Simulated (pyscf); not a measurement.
C₂H₂N (SMILES [C]1=NC1) [doublet] → •H₂C–C≡N (SMILES [CH2]C#N) (ring opening; doublet surface; C–N broken, none formed). Structures and frequencies: ωB97X-D3(BJ)/def2-SVP in PySCF. Correlated levels are frozen-core, on RHF or UHF. ΔMP2 is the change of the MP2 total energy from the triple- to the quadruple-zeta basis. Energies in eV from the reactant's lowest minimum found.

```tsv
level	barrier	reaction energy
ωB97X-D3(BJ)/def2-TZVP	0.24	-2.15
PBE/def2-TZVP	0.16	-2.15
PBE0-D3(BJ)/def2-TZVP	?	-2.18
MP2/def2-QZVPP	0.59	-1.88
CCSD/def2-TZVPP	0.12	-2.30
CCSD(T)/def2-TZVPP	0.12	-2.22
CCSD(T)/def2-TZVPP + ΔMP2(QZVPP)	?	?
```

What belongs in the gaps?


- PBE0-D3(BJ)/def2-TZVP, barrier: 0.22
- CCSD(T)/def2-TZVPP + ΔMP2(QZVPP), barrier: 0.15
- CCSD(T)/def2-TZVPP + ΔMP2(QZVPP), reaction energy: -2.20

One saddle was located; it need not be the lowest between these sides. The CCSD(T) − MP2 part came from Ansatz, without density fitting, on the same reference. A UHF reference is spin-contaminated (<S²> up to 1.06), which harms MP2 most.
